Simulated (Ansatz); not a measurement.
Input file for `B[Si](C)(C)C`:

```yaml
crystal:
  periodic: [false, false, false]
  atoms:
    - {symbol: B, position_ang: [0.130896, 1.829120, -1.047907]}
    - {symbol: Si, position_ang: [-0.032110, 0.069488, -0.080666]}
    - {symbol: C, position_ang: [1.223640, 0.164391, 1.327300]}
    - {symbol: C, position_ang: [0.397092, -1.392611, -1.181742]}
    - {symbol: C, position_ang: [-1.746104, -0.185451, 0.648674]}
    - {symbol: H, position_ang: [-0.500786, 2.794008, -0.719078]}
    - {symbol: H, position_ang: [0.913782, 1.993164, -1.941439]}
    - {symbol: H, position_ang: [1.196603, -0.763089, 1.907496]}
    - {symbol: H, position_ang: [1.004938, 0.990862, 2.007756]}
    - {symbol: H, position_ang: [2.241570, 0.294353, 0.952025]}
    - {symbol: H, position_ang: [-0.305118, -1.484714, -2.014479]}
    - {symbol: H, position_ang: [0.366622, -2.328738, -0.616747]}
    - {symbol: H, position_ang: [1.399772, -1.284611, -1.603006]}
    - {symbol: H, position_ang: [-2.507876, -0.244433, -0.133149]}
    - {symbol: H, position_ang: [-1.790293, -1.113536, 1.225891]}
    - {symbol: H, position_ang: [-2.015329, 0.639201, 1.313469]}
basis:
  gaussian: {orbitals: def2-TZVPP}
correlation: {method: ccsd_t}
output: {orbitals: {seedname: orbitals}}
```

```sh
$ ansatz run in.yaml --threads 4 --pin off --events-out ev --progress --plain --max-ram 10444MiB
```

Output of Ansatz, abridged:

```
Functional definition: HF
1814 factors; integrals over basis functions are off by at most 1.0e-3 eV
mean field evaluation 1: about -11796.4522 eV, gradient 4.0e1 eV
mean field evaluation 2: about -11796.6428 eV, gradient 4.0e1 eV
mean field evaluation 4: about -11801.1270 eV, gradient 3.6e0 eV
mean field evaluation 8: about -11801.1887 eV, gradient 1.5e-1 eV
mean field -11801.18879498 eV, -433.6856890824 hartree, gradient 1.1e-6 eV, S^2 0.000000; 0 other end points of the search recorded, 0 dependent functions left out
9 core orbitals not correlated: weight in the atoms' cores, before any rotation towards them, 1.000 or more for the frozen orbitals, at most 0.000 for the correlated occupied ones
reference -11801.18879498 eV, -433.6856890824 hartree; 15, 15 occupied and 296, 296 virtual orbitals, 1814 factors
second order -20.75621956 eV of doubles, -0.00000000 eV of singles
cycle   1  -22.04835416 eV  change    -1.3e0 eV  update   9.2e-2
cycle   2  -22.60592636 eV  change   -5.6e-1 eV  update   2.7e-2
cycle   3  -22.67378451 eV  change   -6.8e-2 eV  update   1.0e-2
cycle   4  -22.67017571 eV  change    3.6e-3 eV  update   3.0e-3
cycle   5  -22.66948762 eV  change    6.9e-4 eV  update   1.5e-3
cycle   6  -22.66941172 eV  change    7.6e-5 eV  update   5.8e-4
cycle   7  -22.66935157 eV  change    6.0e-5 eV  update   2.2e-4
cycle   8  -22.66940179 eV  change   -5.0e-5 eV  update   8.1e-5
cycle   9  -22.66940342 eV  change   -1.6e-6 eV  update   2.2e-5
perturbative correction -0.84515128 eV, -0.0310587368 hartree
Total energy: -11824.70334968 eV, -434.5498330291 hartree
```

It took 22 min on 4 threads of an Arm Neoverse V1 on a shared host, with 4.7 GiB of host memory at the peak.

The correlation energy is -23.515 eV, 3.6 % of it from (T); the T1 diagnostic reads 0.0100.
